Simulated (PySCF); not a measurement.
**`B[CH2][AlH][O]CC`, C3H10AlBO**

Geometry (Å), atoms numbered from 1 in this order:
```xyz
16

B     2.7131    0.2838    0.1185
C     2.1476   -0.2973    1.4088
Al    0.7452   -1.2521    0.2996
O    -0.6757   -0.6059   -0.2170
C    -1.8891   -0.0171   -0.5904
C    -2.3666    0.9737    0.4636
H     3.5315   -0.3052   -0.4883
H     2.3181    1.3068   -0.3085
H     1.6528    0.3727    2.1168
H     2.7230   -1.0587    1.9361
H     0.9201   -2.7189   -0.1078
H    -1.7514    0.4963   -1.5495
H    -2.6367   -0.8079   -0.7242
H    -2.4912    0.4656    1.4174
H    -1.6316    1.7656    0.5855
H    -3.3167    1.4074    0.1630
```

Method: GIAO BHandHLYP/pcSseg-1 magnetisability, rotational g tensor and spin-rotation constants, non-relativistic, gas phase in PySCF. Geometry: GFN2-xTB.

Task: How diamagnetic is it, and how anisotropic?

Result: Isotropic -996 × 10⁻³⁰ J/T², or -60.0 × 10⁻⁶ cm³/mol; principal values -1179, -920, -891 × 10⁻³⁰ J/T², anisotropy 275 × 10⁻³⁰ J/T² (root of half the summed squared differences of the principal values). The susceptibility is in cgs units.

Task: Split it along the inertial axes a, b, c into diamagnetic and paramagnetic parts about the centre of mass, with the quadrupole moment.

Result: 
```tsv
axis	χ (10⁻⁶ cm³/mol)	diamagnetic (10⁻⁶ cm³/mol)	paramagnetic (10⁻⁶ cm³/mol)	summed x² of all electrons (Å²)	quadrupole Θ (D Å)
a	-61.1	-334.4	273.3	209.5	+1.31
b	-62.7	-1014.0	951.2	49.3	-5.13
c	-56.1	-1097.9	1041.7	29.5	+3.83
```
Anisotropies 2χaa − χbb − χcc = -3.4 and 2χbb − χaa − χcc = -8.2 × 10⁻⁶ cm³/mol. Θ is traceless in Buckingham's convention.

Task: And the rotational g tensor?

Result: 
```
axis  rotational constant (GHz)        g  nuclear part  electronic part
   a                     5.4789  -0.0588        0.6446          -0.7034
   b                     1.3509  -0.0111        0.5926          -0.6037
   c                     1.2428  -0.0171        0.5911          -0.6082
```
Asymmetric top; isotopes 27Al, 11B, 12C, 1H, 16O; no vibrational averaging.
